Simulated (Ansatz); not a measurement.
`F[Si](F)(Br)Br` + SiH₄ → `F[Si](F)([SiH3])Br` + HBr at 700 K and 1 bar (formal exchange of groups at the Si–Br bond).

Isolated molecules relaxed with PBE0-D4/def2-TZVP in Ansatz; ΔE leaves out vibrations. CCSD(T)/CBS adds triple-zeta CCSD(T) − MP2 to the extrapolated MP2 energy (def2 sets, frozen cores). This one scheme is used for every species. For Br outer-core shells are correlated without core-valence functions, which leaves a few kJ/mol of doubt a bond. Scalar relativity is left out up to krypton.

| species | CCSD(T)/CBS energy (Eh) | H − E (kJ/mol) | S (J/(mol·K)) |
| --- | --- | --- | --- |
| `F[Si](F)(Br)Br` | -5635.53679 | 80.6 | 427.8 |
| SiH₄ | -291.46306 | 115.5 | 252.9 |
| `F[Si](F)([SiH3])Br` | -3353.04613 | 162.1 | 486.6 |
| HBr | -2573.91920 | 36.5 | 223.7 |

H − E and S are ideal-gas, rigid-rotor, harmonic terms from PBE0-D4/def2-TZVP. 1 Eh = 2625.50 kJ/mol, R = 8.31446 J/(mol·K).

**Question.** By hand: ΔE, ΔH, ΔS and ΔG.

**Answer.** ΔE = (-3353.04613) + (-2573.91920) − (-5635.53679) − (-291.46306) = 0.03452 Eh = 90.6 kJ/mol. Δ(H − E) = 162.1 + 36.5 − 80.6 − 115.5 = 2.5, so ΔH = 93.1 kJ/mol. ΔS = 486.6 + 223.7 − 427.8 − 252.9 = 29.6 J/(mol·K). ΔG = 93.1 − 700 × (29.6)/1000 = 72.4 kJ/mol.

**Question.** By hand: the equilibrium constant, and the temperature at which ΔG would vanish if ΔH and ΔS stayed fixed.

**Answer.** log₁₀ K = −ΔG/(RT ln 10) = -5.4. ΔG = 0 at ΔH/ΔS = 3145 K, far beyond where these terms or the molecules hold.

ΔH outweighs TΔS. A doubt of 5 kJ/mol in ΔE shifts log₁₀ K by 0.4 here. These are equilibria of isolated gas molecules and say nothing of rates. Largest T1 diagnostic: 0.011 (customary marks: 0.02 for closed shells, 0.045 for open ones).
